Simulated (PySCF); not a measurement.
SMILES F[Si](F)(F)CCBr (C2H4BrF3Si), singlet, GFN2-xTB optimised geometry.

```
11

F     -0.31    -1.61     1.28
Si     0.10    -0.76     0.00
F     -0.33    -1.65    -1.24
F      1.68    -0.76     0.00
C     -0.73     0.93     0.00
C     -1.02     1.49    -1.39
Br     0.63     1.83    -2.38
H     -0.11     1.65     0.55
H     -1.68     0.88     0.54
H     -1.53     2.45    -1.33
H     -1.60     0.80    -1.99
```

Density from PySCF 2.14.0 with B3LYP/def2-TZVP at that geometry.

Minimum of the electron density along straight lines between bonded atoms, close to the bond critical point (lines longer than 1.1 times the sum of covalent radii, or with two minima, are not listed):

```tsv
bond	length / Å	ρ at the minimum / e bohr⁻³	∇²ρ there / e bohr⁻⁵	position (fraction from the first atom)
F1–Si2	1.586	0.145	1.02	0.58
Si2–F3	1.585	0.145	1.03	0.42
Si2–F4	1.581	0.147	1.06	0.42
Si2–C5	1.885	0.129	0.09	0.39
C5–C6	1.523	0.247	-0.60	0.49
C6–Br7	1.955	0.148	-0.14	0.44
C5–H8	1.093	0.277	-0.94	0.64
C5–H9	1.094	0.274	-0.92	0.64
C6–H10	1.090	0.287	-1.02	0.65
C6–H11	1.089	0.289	-1.03	0.65
```
